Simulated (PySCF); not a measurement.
CdH₂ (singlet state).
Z-matrix (Å and degrees, PBE0-D3(BJ)/def2-SVP geometry), rows numbered from 1:
```
Cd
H   1  1.6801
H   1  1.6801  2  179.99
```

Level of theory: PBE0-D3(BJ)/def2-SVP geometry optimisation, gas phase, def2 core potentials past Kr in PySCF 2.14.0.

Take the most abundant isotopes and a rigid rotor. 

Problem. What are the moment of inertia and the rotational constant?

Solution. I = 5.690 u·Å², B = 505379 MHz·u·Å²/I = 88824 MHz (2.9628 cm⁻¹, or 4.263 K as hB/k).

Problem. List the first levels of a rigid rotor in a Σ state.

Solution. E(J) = BJ(J+1): J = 1: 5.926, J = 2: 17.777, J = 3: 35.554, J = 4: 59.257, J = 5: 88.885, J = 6: 124.439 cm⁻¹.

Problem. Has it a pure rotational spectrum?

Solution. Not by electric dipole: D∞h allows no dipole (computed 0.00 D). Rotational Raman lines (ΔJ = 2) lie at B(4J + 6), spaced by 4B = 11.851 cm⁻¹, with nuclear-spin weights that differ between even and odd J.

No PBE0-D3(BJ)/def2-SVP frequencies stand behind this structure, so it isn't proved a minimum. These are rigid-rotor constants of the computed structure; measured ground-state constants (B0) also hold zero-point vibration.
